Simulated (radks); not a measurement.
Question: Species: neutral manganese. Configuration: [Ar] 3d3.5 4s1 4p2.5 (fractional occupations, a model configuration). Method: scalar-relativistic Kohn-Sham, PBE, spin-polarised, spherical densities, point nucleus; open shells are filled with parallel spins first; computed with a radial shooting solver on a logarithmic mesh with Libxc functionals. Some entries of the table are withheld. Estimate them.

orbital,occ.,eigenvalue (hartree),<r> (bohr)
1s up,1,-236.7179,0.06091
1s down,1,-236.7137,0.06091
2s up,1,-27.85520,0.2797
2s down,1,-27.78734,0.2792
2p up,3,-23.66304,0.2474
2p down,3,-23.60948,0.2469
3s up,1,-3.65461,0.8399
3s down,1,-3.49032,0.8423
3p up,3,-2.49152,0.8835
3p down,3,-2.32944,0.8873
3d up,3.5,(1),1.045
3d down,0,(2),1.057
4s up,1,-0.35363,2.626
4p up,2.5,-0.15894,3.292

Answer: 
(1) 3d up eigenvalue (hartree): -0.68675
(2) 3d down eigenvalue (hartree): -0.52735
